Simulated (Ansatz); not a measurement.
# Worked example: AlF3 + MgH → AlF2 + MgHF

Species: AlF3 `[F][Al]([F])[F]`, singlet; MgH, doublet; AlF2 `[F][Al][F]`, doublet; MgHF `[F][MgH]`, singlet. A radical takes F: the energy is the difference in strength between the Al–F bond broken and the Mg–F bond made.

Shapes, held fixed at every level: PBE0-D4/def2-TZVP. Programs: Ansatz 0.2.0. Electronic energies: no zero-point or thermal term.

At CCSD(T)/def2-TZVPP; 1 Eh = 2625.50 kJ/mol:

| species | energy (Eh) |
| --- | --- |
| AlF3 | -541.462942 |
| MgH | -200.357447 |
| AlF2 | -441.592681 |
| MgHF | -300.204814 |

Problem. Work out ΔE of the reaction at this level.

Solution. 
1. Products less reactants: (-441.592681) + (-300.204814) − [(-541.462942) + (-200.357447)] = 0.022894 Eh = +60.1 kJ/mol.

Other levels give +49.4 (B3LYP-D4/def2-TZVPP) to +61.6 kJ/mol (CCSD/def2-TZVPP). No measured value is set beside it here. Open shells run unrestricted unless RO is named. Correlated rows may include outer-core shells of Mg, which these sets cover unevenly.
